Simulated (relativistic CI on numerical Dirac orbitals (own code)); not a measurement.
Computed by Dirac-Coulomb-Breit CI, KLI orbitals optimised for each configuration, model QED (radiative potential, 1s self-energy scaled to tabulated hydrogen-like ionisation energies), unscaled Slater integrals (own radial code, finite nucleus).

Configuration list (outside the closed core [Ar] 3d10): 4s²4p³, 4s4p⁴, 4s²4p²4d, 4p⁵, 4s4p³4d, 4s²4p²4f, 4s4p³4f, 4p⁴4d, 4s4p²4d², 4s²4p4d4f, 4p⁴4f, 4p³4d4f, 4s4p²4f², 4s²4p²5s, 4p⁴5s, 4s²4p²5p, 4s4p²4d5s, 4s²4p4f5s, 4s4p³5s, 4s²4p²5d, 4s4p³5p, 4s²4p²5f, 4s²4p²5g, 4s4p³5d, 4p³4f5s, 4s4p³5f, 4s²4p²6s, 4s²4p4d², 4s²4d³, 4s4p4d³, 4s²4d²4f, 4s4p4d²4f, 4s²4d²5s, 4p³4d², 4p²4d³, 4p²4d²4f, 4p²4d²5s, 4s²4p4f², 4s²4d4f², 4s4p4d4f², 4s²4f³, 4s4p4f³, 4s²4f²5s, 4p³4f², 4p²4d4f², 4p²4f³, 4p²4f²5s, 4s4p²4d4f, 4s4p4d4f5s, 4s²4p4d5s, 4s4p4d²5s, 4s²4d4f5s, 4s²4d5s², 4p³4d5s, 4p²4d4f5s, 4p²4d5s², 4s4p²4f5s, 4s4p4f²5s, 4s4p4f5s², 4s²4p5s², 4s4p4d5s², 4s²4f5s². Double excitations out of closed p, d and f shells are left out; levels of such configurations are missing from the list, as are those of other unlisted configurations, and high levels can miss mixing partners. These lack a partner that the ground configuration has and come out too high: 4s²4p²5p, 4s²4p²5d, 4s4p³5p, 4s²4p²5f, 4s²4p²5g.

At this charge energies of transitions that change n are usually good to better than 1 %, and those within a shell (Δn = 0) to a few per cent.

Outline of the computed level scheme of W XLII. Lowest level of each configuration: 4s²4p³ ²P°3/2 at 0.000 eV; 4s²4p²4d ²D3/2 at 153.932 eV; 4s4p⁴ ⁴P5/2 at 176.614 eV; 4s4p³4d ⁴D°5/2 at 337.778 eV; 4s²4p²4f ²F°5/2 at 346.977 eV.

Some strong electric-dipole decays among the lowest 45 levels: 4s²4p²4d ²D3/2 → 4s²4p³ ²P°3/2 (2.1e+12 s⁻¹); 4s²4p²4d ²P1/2 → 4s²4p³ ²P°3/2 (1.7e+12 s⁻¹); 4s²4p²4d ²D5/2 → 4s²4p³ ²P°3/2 (1.5e+12 s⁻¹); 4s²4p²4d ⁴P1/2 → 4s²4p³ ⁴S°3/2 (1.5e+12 s⁻¹); 4s²4p²4d ²F7/2 → 4s²4p³ ²D°5/2 (1.3e+12 s⁻¹); 4s²4p²4d ²D3/2 → 4s²4p³ ⁴S°3/2 (1.2e+12 s⁻¹); 4s²4p²4d ²D5/2 → 4s²4p³ ²D°5/2 (8.4e+11 s⁻¹); 4s4p⁴ ²P1/2 → 4s²4p³ ²P°1/2 (7.9e+11 s⁻¹).

LS names give the leading component of a level, which can be under half, so a name can repeat, a term be missing and a line seem to break the LS rules.
